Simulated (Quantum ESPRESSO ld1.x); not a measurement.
Results of a calculation; reference values are marked as such.
One sound ld1.x (Quantum ESPRESSO 7.5) input for the iodine ion I+ gives E = -7110.2178 hartree in 34 iterations:

```
 &input
    zed=53.0,
    iswitch=1,
    rel=1,
    lsd=1,
    dft='PZ',
    config='[Kr] 4d10 5s2 5p4',
    verbosity='high',
    prefix='ld1',
    max_out_wfc=37,
    file_charge='ld1.rho',
 /
```

Changed or added lines, one case at a time, and what came of them:

- zed=0.0: crashed. A zed of zero is read as not set; no element symbol is given either, so there is no nucleus and the run dies.
- rel=4: refused. The program stops in ld1_readin with "wrong rel": rel takes 0, 1 or 2.
- xmin=-12.0: usable despite the warning. The mesh starts very near the nucleus, where rounding noise provokes warnings (final residual 9e-15); the energy differs from the default mesh by -2.6e-05 hartree, which is rather the error of the default start.
- config='[Kr] 4d10 5s2 5p': refused. The program stops in el_config with "no occupancy field?": each term needs its occupation.
- config='[Kr] 4d10 5s2 5p4 1s1': refused. The program stops in occ_spin with "wrong occupations": the bracketed core already holds 1s.
- config='[Pd] 4d10 5s2 5p4': refused. The program stops in el_config with "wrong core: Pd": the cores known are He, Ne, Ar, Kr, Xe, Hg and Rn.
- dft='PBE': silently wrong. The run ends normally, but in this build (ld1.x 7.5) Etot and Exc of a spin-polarised run lack the gradient corrections of exchange and correlation and come out near their LSDA values (nitrogen, PBE: -54.132 hartree against -54.536 from two other codes). The eigenvalues and orbitals are those of the GGA; the energies must not be used.
